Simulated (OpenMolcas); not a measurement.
Cu: thermal populations, worked from levels

```
Program             : OpenMolcas 26.06
Basis               : ANO-RCC-VTZP [6s5p3d2f1g]
Scalar Hamiltonian  : DKH2, point nucleus
Active space        : 11 electrons in 11 orbitals (3d 4s 4d)
State averaging     : 2S+1 = 2 even, 6 roots
Spin-orbit coupling : RASSI with atomic mean-field integrals over the reference wave functions, term energies averaged over their components
```

Methods: CASSCF; SS-CASPT2, IPEA 0.25 Eh, imaginary shift 0.1 Eh (closed shells correlated: 3s 3p). Measured levels: NIST Handbook of Basic Atomic Spectroscopic Data.

**Thermal populations.** Z = Σ (2J + 1) exp(-E/kT) with k = 0.695035 cm-1/K, over the levels below. No other level of either list lies under 30500 cm-1, which is above 7 kT at each temperature.

```
         Level  2J + 1  SS-CASPT2  measured
3d10 4s 2S 1/2       2        0.0       0.0
3d9 4s2 2D 5/2       6      11173     11203
3d9 4s2 2D 3/2       4      13235     13245
```

```
T (K)  Z, SS-CASPT2  Z, measured levels  Ground level (%), SS-CASPT2  Ground level (%), measured levels
 5000         2.330               2.327                         85.9                               85.9
```

At 5000 K, kT = 3475 cm-1, and the computed levels give Z = 2.000 + 0.241 + 0.089 = 2.330.

Active for correlation alone: 4d; no level in the range computed is led by a configuration that fills it, so any true level of that kind is missing. Without dynamic correlation excited terms often stand tens of per cent too high (terms of higher spin than the ground term too low), and those without a measured partner can miss by more than the paired ones (holds for CASSCF). Measured partners are found by configuration, term and J. A level has none where our copy of the source lacks it or the pairing is in doubt (some pairs that miss far off the trend of their configuration count as doubtful), and it then counts in no deviation. Only configurations of the active space appear.
